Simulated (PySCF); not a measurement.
H4O4Si, SMILES O[Si](O)(O)O (connectivity only; charge and spin as stated), charge +1, multiplicity 2. Atoms are numbered in the order given.

```xyz
9

O     -1.0928     0.1556     1.1114
Si     0.0000     0.0000    -0.1869
O      0.1477     1.4060    -0.9222
O     -0.1477    -1.4060    -0.9222
O      1.0928    -0.1556     1.1114
H     -1.1744     1.0198     1.5655
H      0.5506     1.6280    -1.7707
H     -0.5506    -1.6280    -1.7707
H      1.1744    -1.0198     1.5655
```
Charge +1, spin multiplicity 2.

Coordinates come from a ωB97X-D3(BJ)/def2-SVP optimisation. The multiplicity is an assumed one; no other spin state was optimised. The isomer is the one that the SMILES or the coordinates give; other isomers of the formula were not compared. The values are those of a single conformer.

The numbers are results of M06-2X/def2-TZVP in PySCF, not measurements.

ESP charges are fitted to the potential on shells at 1.4 to 2.0 van der Waals radii. Atomic charges (e):

```json
[
 {"atom": "O1", "meta-Löwdin": "-0.47", "Löwdin": "0.14", "Mulliken": "-0.27", "ESP fit": "(withheld)", "Mulliken spin": "0.55"},
 {"atom": "Si2", "meta-Löwdin": "1.72", "Löwdin": "-0.20", "Mulliken": "0.86", "ESP fit": "(withheld)", "Mulliken spin": "-0.07"},
 {"atom": "O3", "meta-Löwdin": "-0.72", "Löwdin": "-0.01", "Mulliken": "-0.47", "ESP fit": "(withheld)", "Mulliken spin": "0.00"},
 {"atom": "O4", "meta-Löwdin": "-0.72", "Löwdin": "-0.01", "Mulliken": "-0.47", "ESP fit": "(withheld)", "Mulliken spin": "0.00"},
 {"atom": "O5", "meta-Löwdin": "-0.47", "Löwdin": "0.14", "Mulliken": "-0.27", "ESP fit": "(withheld)", "Mulliken spin": "0.55"},
 {"atom": "H6", "meta-Löwdin": "0.42", "Löwdin": "0.24", "Mulliken": "0.41", "ESP fit": "(withheld)", "Mulliken spin": "-0.01"},
 {"atom": "H7", "meta-Löwdin": "0.41", "Löwdin": "0.23", "Mulliken": "0.40", "ESP fit": "(withheld)", "Mulliken spin": "0.00"},
 {"atom": "H8", "meta-Löwdin": "0.41", "Löwdin": "0.23", "Mulliken": "0.40", "ESP fit": "(withheld)", "Mulliken spin": "0.00"},
 {"atom": "H9", "meta-Löwdin": "0.42", "Löwdin": "0.24", "Mulliken": "0.41", "ESP fit": "(withheld)", "Mulliken spin": "-0.01"}
]
```

Question: Complete the blanks. (An estimate is asked for; the answer gives what the named calculation found.)

Answer: 
- O1, ESP fit: -0.43
- Si2, ESP fit: 1.20
- O3, ESP fit: -0.66
- O4, ESP fit: -0.66
- O5, ESP fit: -0.43
- H6, ESP fit: 0.49
- H7, ESP fit: 0.49
- H8, ESP fit: 0.49
- H9, ESP fit: 0.49

Computed Mayer and Wiberg (Löwdin basis) orders of the bonds:
| bond | Mayer | Wiberg |
|---|---|---|
| O1–Si2 | 0.99 | 1.38 |
| Si2–O3 | 1.38 | 1.85 |
| Si2–O4 | 1.38 | 1.85 |
| Si2–O5 | 0.99 | 1.38 |
| O1–H6 | 0.81 | 0.97 |
| O3–H7 | 0.82 | 0.98 |
| O4–H8 | 0.82 | 0.98 |
| O5–H9 | 0.81 | 0.97 |
